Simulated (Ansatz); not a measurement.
Consider the formal exchange of groups at the Si–N bond: `C=CN[SiH3]` + `C[Si](O)(O)F` → `O[Si](O)(F)[SiH3]` + `C=CNC`.

Calculated with Ansatz (gas phase, PBE0-D4/def2-TZVP geometries, no zero-point term in ΔE). CCSD(T)/CBS adds triple-zeta CCSD(T) − MP2 to the extrapolated MP2 energy (def2 sets, frozen cores). This one scheme is used for every species. DFT in def2-TZVPP. B3LYP here is the variant with VWN-RPA as its local correlation; programs differ in this. HSE06 is defined as in plane-wave codes. Each species was taken in one conformer, which may not be the lowest.

`C=CN[SiH3]`:

```xyz
11

C    -1.378   -1.175    1.185
C    -0.845   -0.293    0.341
N     0.497   -0.001    0.192
Si    1.180    0.976   -1.059
H    -0.767   -1.779    1.848
H    -2.450   -1.304    1.232
H    -1.496    0.289   -0.307
H     1.110   -0.526    0.797
H     2.546    1.348   -0.616
H     1.277    0.286   -2.375
H     0.326    2.179   -1.239
```

`C[Si](O)(O)F`:

Z-matrix (Å, degrees):
```
C
Si 1 1.839
H 1 1.092 2 111.0
H 1 1.092 2 110.5 3 -120.0
H 1 1.092 2 110.5 3 120.2
O 2 1.625 1 108.4 3 176.6
O 2 1.636 1 114.9 3 -62.5
F 2 1.601 1 108.4 3 56.5
H 6 0.958 2 117.8 1 164.8
H 7 0.958 2 118.0 1 88.4
```

`O[Si](O)(F)[SiH3]`:

Cartesian coordinates in Å:
```
O 1.208 -0.253 1.498
Si 0.071 0.445 0.550
O 0.687 1.838 -0.016
F -1.205 0.719 1.480
Si -0.619 -0.841 -1.269
H 0.919 -0.883 2.160
H 1.241 2.363 0.567
H -1.187 -2.123 -0.772
H -1.658 -0.124 -2.052
H 0.543 -1.141 -2.146
```

`C=CNC`:

Cartesian coordinates in Å:
```
C -1.293 0.397 1.467
C -0.190 0.038 0.807
N -0.116 -0.452 -0.475
C 1.078 -0.223 -1.250
H -2.273 0.379 1.002
H -1.234 0.693 2.504
H 0.776 0.076 1.307
H -0.975 -0.371 -0.999
H 1.216 0.825 -1.554
H 1.951 -0.519 -0.664
H 1.060 -0.843 -2.148
```

```
             level  ΔE (kcal/mol)  difference from CCSD(T)/CBS
            PBE-D4           28.1                         -6.2
           BLYP-D4           30.7                         -3.6
           PBE0-D4           30.4                         -3.9
          B3LYP-D4           32.3                         -2.0
        r2SCAN0-D4           33.9                         -0.4
          HSE06-D4           30.4                         -3.9
           ωB97M-V           34.8                          0.5
            revPBE           27.6                         -6.7
              PBE0           30.3                         -4.0
           r2SCAN0           33.9                         -0.4
             HSE06           30.3                         -4.0
           LC-ωPBE           32.3                         -2.0
      MP2/def2-SVP           32.7                         -1.6
   CCSD/def2-TZVPP           34.5                          0.2
    MP2/def2-QZVPP           36.7                          2.4
SCS-MP2/def2-QZVPP           36.0                          1.7
       CCSD(T)/CBS           34.3                            0
```

Largest T1 diagnostic among the species: 0.013.

From PBE to PBE0 (25 % exact exchange), in def2-TZVPP and without D4, ΔE moves by +2.4 kcal/mol. Leaving LDA and LC-ωPBE aside and taking each functional with its dispersion term where it has one, the values spread over 6.7 kcal/mol, from PBE-D4 to ωB97M-V. LDA lies +0.8 kcal/mol from PBE without D4. At CCSD(T), def2-SVP lies −4.3 kcal/mol from the extrapolated value and def2-TZVPP −0.3 kcal/mol.
